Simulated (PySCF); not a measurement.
Structure from 2D NMR

Compound of formula C5H11FSi. Correlations simulated from computed shifts and the bond graph:

HSQC (one-bond C–H):
```
  δH     δC
6.24  127.7
1.78   15.5
1.15   11.2
1.01    8.0
```

COSY cross peaks (H two or three bonds apart, from the bond graph; peaks can be absent where the dihedral angle is near 90°):
```
  δH    δH
6.24  1.78
4.38  1.01
1.15  1.01
```

HMBC (two and three bonds, from the bond graph):
```
  δH                       δC
6.24              171.9, 15.5
4.38  171.9, 127.7, 11.2, 8.0
1.78             171.9, 127.7
1.15                      8.0
1.01              171.9, 11.2
```

Carbons without hydrogens: δ 171.9.

No relativistic terms, a single conformation, fast rotation and ring inversion assumed for equivalent nuclei, no solvent model. PBE0/pcSseg-1 with gauge-including orbitals; GFN2-xTB structure; PySCF 2.14.0 with density-fitted response routines.

References, each an isolated molecule treated in the same way: ¹H and ¹³C vs TMS.

Exchangeable hydrogens are left out of these lists.

Assemble the structure.

Results:

`C/C=C(/F)[SiH2]CC`.

Atoms are numbered as in `[CH3:1]/[CH:2]=[C:3](/[F:4])[SiH2:5][CH2:6][CH3:7]`. Each H is labelled by its parent atom.

1. δC 171.9 is C3, a fully substituted alkene carbon.
2. δC 127.7 is C2, an alkene CH (δH 6.24).
3. δC 15.5 is C1, an allylic methyl carbon (δH 1.78).
4. δC 11.2 is C7, a methyl carbon (δH 1.15).
5. δC 8.0 is C6, an sp3 CH2 bonded to Si (δH 1.01).
6. HMBC from δH 6.24 reaches the proton-free carbon C3.
7. HMBC from δH 4.38 reaches the proton-free carbon C3.
8. HMBC from δH 1.78 reaches the proton-free carbon C3.
9. HMBC from δH 1.01 reaches the proton-free carbon C3.
10. COSY links 6.24–1.78, 4.38–1.01, 1.15–1.01.

This is the structure that produced the data.

Shifts are as computed. Against solution values, carbons near 30 ppm lie about +3 ppm off and those near 130 ppm about +5 ppm. Of 1309 compounds with measured shifts, 239 miss one by over three times the rms of a fit or turn the order of signals round; such compounds aren't used in these exercises.
